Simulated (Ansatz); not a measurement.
Start from `Cl[SiH2][O][GeH3]` and change one atom or group to get `CO[SiH2][O][GeH3]`.

Ansatz, PBE0-D4/def2-TZVP geometries, multiplicity 1. Each molecule was computed in one conformer, which needn't be the lowest.

Scalar relativity is left out up to krypton.

| property | `Cl[SiH2][O][GeH3]` |
| --- | --- |
| HOMO energy (PBE/def2-TZVPP) / eV | -7.19 |
| HOMO energy (B3LYP/def2-TZVPP) / eV | -8.37 |
| HOMO–LUMO gap (ωB97M-V/def2-TZVPP) / eV | 12.43 |
| HOMO energy (PBE0/def2-TZVPP) / eV | -8.58 |
| HOMO–LUMO gap (PBE/def2-TZVPP) / eV | 6.10 |
| HOMO–LUMO gap (B3LYP/def2-TZVPP) / eV | 7.94 |

(1) Give the same properties after the change, and the shifts. (An estimate is asked.)

Results:

(1) The calculation gave: 
```csv
property,`CO[SiH2][O][GeH3]`,shift
HOMO energy (PBE/def2-TZVPP) / eV,-6.54,0.65
HOMO energy (B3LYP/def2-TZVPP) / eV,-7.81,0.56
HOMO–LUMO gap (ωB97M-V/def2-TZVPP) / eV,12.23,-0.20
HOMO energy (PBE0/def2-TZVPP) / eV,-8.01,0.57
HOMO–LUMO gap (PBE/def2-TZVPP) / eV,5.76,-0.34
HOMO–LUMO gap (B3LYP/def2-TZVPP) / eV,7.70,-0.24
```

With PBE0 the HOMO rises by 0.57 eV and the LUMO rises by 0.33 eV, so the gap narrows by about 0.24 eV. PBE moves the HOMO by 0.65 eV and ωB97M-V by 0.49 eV.

B3LYP here is the variant with VWN-RPA as its local correlation; programs differ in this.
